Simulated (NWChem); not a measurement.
AlH2O2 cation; SMILES [Al+]([OH])[OH]

```xyz
5

Al    -0.0065     0.1151     0.0138
O      1.1661     0.3100    -1.0547
H      1.8675     0.4267    -1.6942
O     -1.1790    -0.0790     1.0826
H     -1.8806    -0.1959     1.7220
```
Atoms are numbered in this order, from 1.

Program: NWChem. Pople sets run with spherical d functions. The geometry was optimised at PBE0/def2-SVP. B3LYP is NWChem's, with the RPA form of VWN correlation. Core excitations by TDA in a window of 1s orbitals, non-relativistic and unshifted: absolute energies depend strongly on the exact-exchange share.

Q: What does the run give for Al K edge, B3LYP/6-311G**? Quantities: first 1s excitation (eV); dipole oscillator strength of the first; first state with f > 0.002 (eV); dipole oscillator strength of that state.

A: 
```yaml
first 1s excitation (eV): 1522.1
dipole_oscillator_strength_of_the_first: 0.0000
first state with f > 0.002 (eV): 1525.1
dipole_oscillator_strength_of_that_state: 0.0063
```
